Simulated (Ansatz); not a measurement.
# How methods differ on SiBr (bromosilane)

SiBr has 2 atoms, charge 0, and is taken as a doublet. As SMILES, `[Si]Br`. The coordinates come from a GFN2-xTB relaxation.

```xyz
2

Si    0.0000    0.0000    0.0000
Br    0.0000    0.0000    2.3426
```

Quantity: the electronic atomisation energy, in eV. The values are calculated. Electronic energies at fixed atoms, without zero-point motion or spin-orbit coupling.

```csv
level,kind,program,value (eV),less FCI/STO-3G,CPU time (all runs)
U-revPBE/STO-3G,GGA,Ansatz,5.19,+1.05,4.1 s
UPBE/STO-3G,GGA,Ansatz,5.37,+1.23,3.9 s
U-r2SCAN0/STO-3G,hybrid meta-GGA,Ansatz,4.90,+0.76,9.6 s
UBHLYP/STO-3G,global hybrid,Ansatz,4.66,+0.52,2.9 s
U-wB97X/STO-3G,range-separated hybrid,Ansatz,4.72,+0.58,15 s
UB2PLYP/STO-3G,double hybrid,Ansatz,4.62,+0.48,3.1 s
UCCSD(T)/STO-3G,coupled cluster or CI,Ansatz,4.13,-0.01,0.79 s
UCCSDT/STO-3G,coupled cluster or CI,Ansatz,4.14,0.00,1.9 s
FCI/STO-3G,exact in the basis,Ansatz,4.14,0.00,0.88 s
```

FCI/STO-3G is exact within its basis and frozen core, so for wave-function methods in that basis the difference is their error; functionals converge differently with the basis, so for them it is only a difference. All-electron rows without a relativistic Hamiltonian named are non-relativistic. The values span 4.13 to 5.37 eV. All rows use very small basis sets, so none should be taken for the real molecule's value. In the correlated wave-function rows the outer d shell of Br is correlated, in sets not made for it. In so small a basis fixed costs decide the times, and correlated methods can beat functionals. CPU times are rough (shared hosts, several kinds of processor and program).
